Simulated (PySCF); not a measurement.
Multinuclear NMR of C$_{5}$H$_{6}$F$_{2}$O

Cartesian coordinates in Å; atom numbers follow the order of the lines, from 1:
```xyz
14

F     1.128   -0.743   -1.648
C     1.707   -0.286   -0.514
F     2.579    0.678   -0.893
C     0.662    0.289    0.466
C    -0.380    1.102   -0.250
C    -1.540    0.475   -0.176
C    -1.385   -0.784    0.618
O    -0.043   -0.760    1.096
H     2.273   -1.114   -0.063
H     1.222    0.858    1.222
H    -0.135    2.016   -0.756
H    -2.481    0.770   -0.600
H    -1.550   -1.674   -0.005
H    -2.059   -0.830    1.480
```

- GFN2-xTB geometry
- σ from GIAO-PBE0/pcSseg-1
- J: B3LYP/pcJ-1 (spin–dipole term only in couplings to heteroatoms)
- program: PySCF 2.14
- one computed conformer, no solvent model, no relativistic terms

Question: Where does ¹⁹F resonate?

Answer: 
```tsv
atoms	environment	σ (ppm)	δ (ppm)
F3	fluorine of a CF2 group	318.6	-126.9
F1	fluorine of a CF2 group	320.3	-128.4
```

Shieldings were converted by a linear fit to measured shifts: ¹⁹F: δ = 146.13 − 0.903σ +14.6 on sp3 carbon (rms 6.0 ppm, 223 shifts, 7.0 ppm with the 5 outliers that the fit left out vs CFCl3, solution or neat liquid). A few per cent of atoms miss by over 2 rms, more outside the fitted compound classes. Couplings are scaled by factors fitted to measured values: ²J(H,H) × 0.95 (rms 1.3 Hz), ³J(H,H) × 0.92 (rms 0.5 Hz), ¹J(C,F) × 0.77 (rms 8.7 Hz), ²J(C,F) × 1.14 (rms 1.9 Hz, 10.1 with 1 outliers), ³J(C,F) × 1.46 (rms 1.5 Hz); all others are unscaled and can be 10–30 % off.

Couplings (the largest are listed; each averaged over equivalent pairs): ¹J(F1,C2) = -238.2 Hz, ¹J(C2,F3) = -234.2 Hz, ²J(F1,F3) = 254.9 Hz, ²J(F1,H9) = 64.6 Hz, ²J(F3,H9) = 60.2 Hz, ²J(F3,C4) = 30.7 Hz, ²J(F1,C4) = 26.4 Hz, ³J(F1,H10) = 22.5 Hz, ³J(F1,C5) = 7.0 Hz, ³J(F1,O8) = 1.9 Hz, ³J(F3,C5) = -1.6 Hz.

On a 500 MHz spectrometer ¹⁹F resonates near 470.5 MHz, so 1 ppm is 470.5 Hz.

Question: What are the ¹⁷O shifts?

Answer: 
```tsv
atoms	environment	σ (ppm)	δ (ppm)
O8	ether oxygen	289.4	3.1
```

Shieldings were converted by a linear fit to measured shifts: ¹⁷O: δ = 266.70 − 0.911σ (rms 10.7 ppm, 155 shifts, 12.2 ppm with the 3 outliers that the fit left out vs liquid water, solution or neat liquid). A few per cent of atoms miss by over 2 rms, more outside the fitted compound classes. Couplings are scaled by factors fitted to measured values: ²J(H,H) × 0.95 (rms 1.3 Hz), ³J(H,H) × 0.92 (rms 0.5 Hz), ¹J(C,F) × 0.77 (rms 8.7 Hz), ²J(C,F) × 1.14 (rms 1.9 Hz, 10.1 with 1 outliers), ³J(C,F) × 1.46 (rms 1.5 Hz); all others are unscaled and can be 10–30 % off.

Couplings (the largest are listed; each averaged over equivalent pairs; quadrupolar broadening usually hides them): ¹J(C4,O8) = 23.8 Hz, ¹J(C7,O8) = 23.3 Hz, ²J(O8,H10) = -11.5 Hz, ²J(O8,H14) = -11.2 Hz, ²J(O8,H13) = -7.5 Hz, ²J(C2,O8) = -7.4 Hz, ³J(O8,H12) = -1.9 Hz, ³J(F1,O8) = 1.9 Hz, ³J(O8,H11) = -1.8 Hz.

On a 600 MHz spectrometer ¹⁷O resonates near 81.3 MHz, so 1 ppm is 81.3 Hz.
